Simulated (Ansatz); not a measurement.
The cluster Zn₁₀O₁₀. Total charge 0; singlet. Geometry r2SCAN-D4/def2-SVP; atoms count from 1.

Cartesian coordinates in Å:
```
Zn 1.575 3.180 1.120
Zn -2.472 -2.641 -1.094
Zn 0.640 0.833 2.201
Zn -0.378 -3.087 -2.029
Zn 2.596 -1.751 -0.591
Zn 3.003 0.356 0.965
Zn -2.049 0.426 1.144
Zn -1.034 2.811 0.402
Zn -1.966 0.197 -1.524
Zn -0.027 -1.695 0.307
O 1.096 -2.711 -0.910
O 1.241 -0.695 1.279
O -1.898 -1.239 0.257
O -1.058 -1.213 -2.615
O -2.605 -1.276 -2.606
O 2.370 1.807 1.993
O 3.926 -0.627 -0.242
O -2.250 1.635 -0.423
O -1.024 1.654 2.121
O 0.314 4.039 0.244
```

Single mean-field runs in def2-SVP are fitted with def2-universal-jkfit. The structure holds one bond between oxygen atoms, so isomers without such links may lie far lower. The restricted singlet is unstable towards broken spin symmetry in Hartree–Fock (as tested in another run); at PBE0-D4/def2-SVP this wasn't settled. Another isomer (singlet) lies 1.91 eV lower at PBE0-D4/def2-TZVP; other spin states weren't run for this one.

Question: Estimate the Mulliken populations from the PBE0/def2-SVP orbitals of Ansatz.

Answer: 
```csv
atom,charge (e),d electrons
Zn1,0.75,9.92
Zn2,0.37,9.96
Zn3,0.74,9.95
Zn4,0.50,9.95
Zn5,0.81,9.92
Zn6,0.79,9.94
Zn7,0.79,9.95
Zn8,0.79,9.95
Zn9,0.83,9.96
Zn10,0.77,9.95
O11,-0.81,–
O12,-0.83,–
O13,-0.79,–
O14,-0.46,–
O15,-0.44,–
O16,-0.78,–
O17,-0.75,–
O18,-0.79,–
O19,-0.76,–
O20,-0.73,–
```
Mulliken values depend strongly on the basis.

Question: And the Mayer bond orders between heavy atoms (over 0.3)?

Answer: Zn1–O16 0.76 (1.81 Å); Zn1–O20 1.03 (1.76 Å); Zn2–Zn4 0.92 (2.34 Å); Zn2–O13 0.38 (2.03 Å); Zn2–O15 0.40 (2.04 Å); Zn3–O12 0.64 (1.88 Å); Zn3–O16 0.49 (2.00 Å); Zn3–O19 0.72 (1.86 Å); Zn4–O11 0.56 (1.89 Å); Zn4–O14 0.37 (2.08 Å); Zn5–O11 0.69 (1.81 Å); Zn5–O17 0.95 (1.78 Å); Zn6–O12 0.35 (2.08 Å); Zn6–O16 0.59 (1.89 Å); Zn6–O17 0.87 (1.81 Å); Zn7–O13 0.59 (1.89 Å); Zn7–O18 0.50 (1.99 Å); Zn7–O19 0.69 (1.87 Å); Zn8–O18 0.60 (1.88 Å); Zn8–O19 0.41 (2.07 Å); Zn8–O20 0.81 (1.83 Å); Zn9–O14 0.39 (2.00 Å); Zn9–O15 0.47 (1.94 Å); Zn9–O18 0.73 (1.83 Å); Zn10–O11 0.55 (1.94 Å); Zn10–O12 0.63 (1.88 Å); Zn10–O13 0.57 (1.93 Å); O14–O15 0.90 (1.55 Å).
